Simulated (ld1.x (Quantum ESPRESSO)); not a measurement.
# Configuration tests for rhenium (TM)

ld1.x (Quantum ESPRESSO) 7.5 input, shortened:

```
&input
   title='Re', zed=75., rel=2, dft='PBE', iswitch=3,
   config='[Xe] 4f14 5d5 6s2 6p0', rel_dist='average'
 /
 &inputp
   pseudotype=2, tm=.true., lloc=1,
   nlcc=.false.
 /
3
6S  1  0   2.00   0.00  2.60  2.60  0.0
5D  3  2   5.00   0.00  1.55  1.55  0.0
6P  2  1   0.00   0.00  2.50  2.50  0.0
 &test
   configts(1)='5d5 6s2 6p0'
 /
```

Open shells are filled in proportion to 2j + 1 (rel_dist='average').

Energies are relative to the spin-unpolarised reference configuration 5d5 6s2 6p0; without spin polarisation the order of configurations can differ from experiment. The p channel is local and has no spin–orbit splitting in the pseudo-atom. The frozen-core shift is the all-electron ΔE with the core orbitals held at their reference shape minus the fully relaxed ΔE.

Task: Give the all-electron excitation energy and the error of the potential for: 5d5 6s1 6p0; 5d5 6s0 6p0; 5d4 6s0 6p0; 5d3 6s0 6p0; 5d5.5 6s1.5 6p0; 5d5 6s0 6p1; 5d5 6s1.5 6p0.

Result:

| valence configuration | charge | ΔE all-electron (eV) | error AE − PS (meV) | frozen-core shift (meV) |
| --- | --- | --- | --- | --- |
| 5d5 6s1 6p0 | +1 | 9.255 | +0.7 | +1.4 |
| 5d5 6s0 6p0 | +2 | 25.580 | +38 | +9.3 |
| 5d4 6s0 6p0 | +3 | 52.699 | -40 | +143 |
| 5d3 6s0 6p0 | +4 | 92.031 | -255 | +633 |
| 5d5.5 6s1.5 6p0 | 0 | 0.379 | -14 | +6.2 |
| 5d5 6s0 6p1 | +1 | 15.000 | -88 | +4.3 |
| 5d5 6s1.5 6p0 | +0.5 | 3.785 | -0.3 | +0.3 |

Note: ghost state, extra bound levels that the all-electron valence spectrum of the same l lacks: s at -36.0 eV. A true bound ghost makes a file unfit for plane-wave use.
